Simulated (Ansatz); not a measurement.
Relaxation of Zr₂S₅⁻ with UKS PBE-D4/def2-SVPD.

```sh
$ ansatz run in.yaml --threads 4 --pin off --events-out ev --progress --plain --max-ram 4787MiB
```

```yaml
crystal:
  periodic: [false, false, false]
  atoms:
    - {symbol: Zr, position_ang: [0.008700, -0.759100, -0.996830]}
    - {symbol: Zr, position_ang: [-0.978470, 0.182370, 1.878400]}
    - {symbol: S, position_ang: [0.508680, -1.753800, 1.410500]}
    - {symbol: S, position_ang: [1.255090, 1.422930, -0.565220]}
    - {symbol: S, position_ang: [0.437710, 2.173690, 1.191790]}
    - {symbol: S, position_ang: [-2.502630, 0.051440, -0.024070]}
    - {symbol: S, position_ang: [1.270930, -1.317540, -2.894570]}
basis:
  gaussian: {orbitals: def2-SVPD}
total_charge: -1
magnetization: {spin_polarized: true, initial_magnetization: 1}
hamiltonian: {xc: pbe, dispersion: d4}
scf: {lower_state_search: "off"}
output: {orbitals: {seedname: orbitals}}
relax: {f_tol: 0.02, max_steps: 100}
```

Hardware: 4 threads of Arm Neoverse N1 on a shared host. Wall time 97 s.

Positions (Å) and forces (eV/Å) at steps 1, 2, 3, 4, 5, 6, 7, 8, 9 of 9:

```xyz
7
step=1 energy=-56710.3259 eV
Zr    0.009   -0.759   -0.997    0.762    0.744    0.798
Zr   -0.978    0.182    1.878    0.494   -0.321   -1.596
S     0.509   -1.754    1.411   -0.726    0.959   -0.596
S     1.255    1.423   -0.565   -0.281   -1.039   -0.906
S     0.438    2.174    1.192   -0.623   -0.208    1.074
S    -2.503    0.051   -0.024    1.253   -0.268    0.286
S     1.271   -1.318   -2.895   -0.880    0.133    0.941
7
step=2 energy=-56710.6957 eV
Zr    0.022   -0.676   -0.855    0.038   -0.514   -1.137
Zr   -0.908    0.163    1.723   -0.390    0.496    1.263
S     0.475   -1.703    1.328    0.553   -0.759    0.467
S     1.205    1.383   -0.579    0.450    0.424   -0.403
S     0.423    2.144    1.238    0.022    0.526    0.602
S    -2.352   -0.007   -0.099   -0.541   -0.028   -0.656
S     1.134   -1.304   -2.756   -0.131   -0.144   -0.135
7
step=3 energy=-56710.8514 eV
Zr    0.052   -0.704   -0.910   -0.049   -0.047   -0.035
Zr   -0.931    0.184    1.767   -0.017    0.045    0.032
S     0.490   -1.699    1.348    0.142   -0.157    0.172
S     1.194    1.418   -0.554    0.074    0.216   -0.045
S     0.422    2.187    1.312    0.026    0.034    0.141
S    -2.336   -0.010   -0.133   -0.023   -0.033   -0.253
S     1.109   -1.377   -2.830   -0.153   -0.058   -0.012
7
step=4 energy=-56710.9072 eV
Zr    0.121   -0.690   -0.877    0.264    0.276   -0.063
Zr   -0.969    0.168    1.744   -0.064   -0.139   -0.021
S     0.540   -1.675    1.424   -0.076    0.021    0.009
S     1.217    1.536   -0.533   -0.172   -0.160    0.146
S     0.415    2.152    1.392    0.129    0.090   -0.143
S    -2.255   -0.034   -0.277   -0.016   -0.032    0.060
S     0.931   -1.457   -2.872   -0.065   -0.056    0.011
7
step=5 energy=-56710.9213 eV
Zr    0.179   -0.629   -0.887   -0.065   -0.069   -0.006
Zr   -0.976    0.152    1.733   -0.059   -0.030    0.069
S     0.522   -1.682    1.407    0.065    0.013   -0.030
S     1.243    1.588   -0.497    0.007    0.033    0.006
S     0.404    2.170    1.406    0.022   -0.017   -0.043
S    -2.235   -0.069   -0.286    0.042    0.038   -0.063
S     0.864   -1.529   -2.875   -0.014    0.031    0.065
7
step=6 energy=-56710.9255 eV
Zr    0.180   -0.614   -0.875    0.009   -0.061   -0.107
Zr   -0.995    0.133    1.747   -0.039    0.005    0.067
S     0.532   -1.676    1.407    0.020   -0.004   -0.003
S     1.257    1.599   -0.517    0.005    0.041    0.029
S     0.399    2.138    1.388    0.019   -0.017   -0.041
S    -2.233   -0.055   -0.290    0.011    0.006   -0.022
S     0.860   -1.526   -2.859   -0.026    0.030    0.077
7
step=7 energy=-56710.9261 eV
Zr    0.193   -0.581   -0.864    0.053   -0.014   -0.103
Zr   -1.027    0.107    1.772    0.065    0.029   -0.070
S     0.536   -1.668    1.407   -0.027   -0.005    0.022
S     1.288    1.633   -0.543   -0.022   -0.006    0.038
S     0.392    2.089    1.362   -0.019   -0.023    0.000
S    -2.223   -0.049   -0.295   -0.021   -0.008    0.034
S     0.841   -1.532   -2.839   -0.029    0.027    0.079
7
step=8 energy=-56710.9270 eV
Zr    0.193   -0.586   -0.873   -0.049    0.042    0.112
Zr   -1.014    0.114    1.760   -0.011   -0.013    0.010
S     0.533   -1.674    1.405    0.002    0.011   -0.026
S     1.282    1.630   -0.533   -0.003   -0.009   -0.001
S     0.393    2.103    1.368    0.008    0.015    0.000
S    -2.230   -0.053   -0.292    0.027   -0.004   -0.013
S     0.843   -1.534   -2.837    0.026   -0.042   -0.082
7
step=9 energy=-56710.9274 eV
Zr    0.192   -0.587   -0.874    0.004    0.014    0.005
Zr   -1.014    0.115    1.760    0.004    0.002   -0.006
S     0.536   -1.671    1.400    0.001   -0.003    0.003
S     1.280    1.631   -0.526   -0.010   -0.009    0.008
S     0.391    2.108    1.375    0.003   -0.006   -0.012
S    -2.225   -0.052   -0.295   -0.004    0.000    0.001
S     0.839   -1.543   -2.841    0.001    0.002    0.001
```

In the def2 sets Zr takes a core potential; there is no spin–orbit coupling. Another isomer (doublet) lies 0.72 eV lower at PBE0-D4/def2-TZVPD; other spin states weren't run for this one.
